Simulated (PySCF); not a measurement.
A species of formula C5H5FP2 has this rotational fingerprint, computed with PBE0/def2-SVPD in PySCF (dipole) on a GFN2-xTB geometry, gas phase:

| Item | Value |
| --- | --- |
| Rotational constants | A = 1842, B = 1492, C = 828.7 MHz |
| Dipole components | \|μa\| = 2.10 D, \|μb\| = 0.51 D, \|μc\| = 0.00 D |
| Inertial defect | -3.13 u·Å² |
| κ | 0.31 |

Question: Which structure is it? (One computed conformer of each.)
A. `Cc1cpcc(F)p1`
B. `Cc1pcc(F)cp1`

Answer: A. It is Cc1cpcc(F)p1, an asymmetric top, point group Cs. The candidates at the same level (rigid rotor, commonest isotopes):

```tsv
SMILES	A (MHz)	B (MHz)	C (MHz)	μa (D)	μb (D)	μc (D)	Δ (u·Å²)	point group	rotor
Cc1pcc(F)cp1	2488	1202	814.6	1.01	0.00	0.08	-3.16	Cs	asymmetric top
Cc1cpcc(F)p1	1842	1492	828.7	2.10	0.51	0.00	-3.13	Cs	asymmetric top
```

`Cc1pcc(F)cp1` has A 35 % too high. In the right answer the mirror of this Cs structure is the ab plane, so μc vanishes by symmetry. No structure here is proved a minimum.
